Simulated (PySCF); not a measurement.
**A survey of 17O NMR shifts**

[PySCF 2.14.0 with density-fitted response routines: coordinates at the GFN2-xTB level; shieldings: GIAO PBE0/pcSseg-1; in vacuum; no relativistic terms; one computed conformer; one averaged value for each set of equivalent atoms]

Shieldings were converted by a linear fit to measured shifts: 17O: δ = 266.70 − 0.911σ (rms 10.7 ppm, 155 shifts, 12.2 ppm with the 3 outliers that the fit left out vs liquid water, solution or neat liquid). A few per cent of atoms miss by over 2 rms, more outside the fitted compound classes.

Task: Give the 17O shifts of `FC(F)(F)COc1ccccc1`, `C=C1C=C(C(F)(F)F)/C1=C/OC`, `C[S@@](=O)[C@@]12CCC[C@@H]1C2`, `C=CC(=O)CS(=O)(=O)O`.

Result: 
```tsv
compound	environment	δ (ppm)
FC(F)(F)COc1ccccc1	ether oxygen	55.3
C=C1C=C(C(F)(F)F)/C1=C/OC	ether oxygen	45.6
C[S@@](=O)[C@@]12CCC[C@@H]1C2	S=O oxygen	-1.8
[CH2:1]=[CH:2][C:3](=[O:4])[CH2:5][S:6](=[O:7])(=[O:8])[OH:9]	O4: ketone oxygen	519.0
[CH2:1]=[CH:2][C:3](=[O:4])[CH2:5][S:6](=[O:7])(=[O:8])[OH:9]	O7/8: S=O oxygen (×2)	180.7
[CH2:1]=[CH:2][C:3](=[O:4])[CH2:5][S:6](=[O:7])(=[O:8])[OH:9]	O9: oxygen bonded to S, H	142.4
```
